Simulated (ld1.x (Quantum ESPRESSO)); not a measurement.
**Configuration tests for cobalt (Co) (TM semilocal)**

```json
{
 "Element": "cobalt (Co)",
 "Generator": "ld1.x (Quantum ESPRESSO) 7.5",
 "Type": "norm-conserving Troullier–Martins (semilocal form)",
 "Functional": "PBE",
 "Relativity": "non-relativistic",
 "Frozen core": "[Ar]",
 "Valence charge": "9",
 "Reference configuration": "3d7 4s0 4p0 (charge +2)",
 "Partial waves": "4s (bound, empty): rc 2.20 bohr; 4p (bound, empty): rc 2.20 bohr; 3d (bound): rc 0.90 bohr",
 "Local potential": "the d channel",
 "Core correction": "none"
}
```

Energies are relative to the spin-unpolarised reference configuration 3d7 4s0 4p0; without spin polarisation the order of configurations can differ from experiment. The frozen-core shift is the all-electron ΔE with the core orbitals held at their reference shape minus the fully relaxed ΔE.

```csv
valence configuration,charge,ΔE all-electron (eV),error AE − PS (meV),frozen-core shift (meV)
3d7 4s1 4p0,+1,-16.542,+60,+2.4
3d6 4s0 4p0,+3,36.102,-140,+269
3d6 4s2 4p0,+1,-9.881,-225,+193
3d6 4s2 4p1,0,-15.427,-214,+196
3d7 4s1.5 4p0,+0.5,-21.884,+108,+4.4
```

Question: What are ΔE and the potential's error for 3d7 4s2 4p0?

Answer: ΔE = -25.423 eV all-electron; the error (AE − PS) is +150 meV.

Question: What are ΔE and the potential's error for 3d7 4s0 4p2?

Answer: ΔE = -16.755 eV all-electron; the error (AE − PS) is +68 meV.

Levels in the configuration 3d7 4s1.5 4p0:

| level | all-electron (eV) | pseudo (eV) |
| --- | --- | --- |
| 3d | -12.664 | -12.834 |
| 4s | -8.838 | -8.931 |
